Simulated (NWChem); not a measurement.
Species: C2H7O cation; SMILES C[OH+]C

```xyz
10

C      0.2700     0.0085    -1.2783
O     -0.5050    -0.0513     0.0000
C      0.2700     0.0085     1.2783
H      0.8213     0.9492    -1.3138
H      0.9268    -0.8590    -1.2547
H     -0.4706    -0.0774    -2.0719
H     -1.2457     0.5908     0.0000
H     -0.4706    -0.0774     2.0719
H      0.9268    -0.8590     1.2547
H      0.8213     0.9492     1.3138
```
Atoms are numbered in this order, from 1.

All runs: NWChem. The geometry was optimised at B3LYP/6-31G* (spherical d). Atomic charges in e: unrestrained fits to the electrostatic potential beside Mulliken populations; buried atoms are poorly determined by the fit.

**Question.** Predict the results for B3LYP/def2-SVP. Quantities: ESP C1; Mulliken C1; ESP O2; Mulliken O2; ESP C3; Mulliken C3; relative RMS misfit of the potential (%).

**Answer.** 
- ESP C1 = 0.02
- Mulliken C1 = 0.13
- ESP O2 = -0.24
- Mulliken O2 = -0.23
- ESP C3 = 0.02
- Mulliken C3 = 0.13
- relative RMS misfit of the potential (%) = 2
